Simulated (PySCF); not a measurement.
Bi(H)2(Me) (CH5Bi), SMILES [CH3][BiH2].

Coordinates come from a r2SCAN-D4/def2-TZVP optimisation. The def2 effective core potentials stand for the cores of Bi; spin–orbit coupling is left out.

Level of theory: M06-2X/def2-TZVPD in PySCF.

Symmetry labels are those of the subgroup Cs that the program uses (full group Cs).

Computed valence orbital energies around the gap with their symmetry:
| orbital | symmetry | energy (eV) |
|---|---|---|
| HOMO−7 | A' | -31.29 |
| HOMO−6 | A' | -21.27 |
| HOMO−5 | A' | -17.93 |
| HOMO−4 | A" | -12.74 |
| HOMO−3 | A' | -12.73 |
| HOMO−2 | A" | -9.74 |
| HOMO−1 | A' | -9.37 |
| HOMO | A' | -8.31 |
| LUMO | A' | 0.07 |
| LUMO+1 | A' | 0.30 |
| LUMO+2 | A" | 0.67 |
| LUMO+3 | A' | 1.70 |
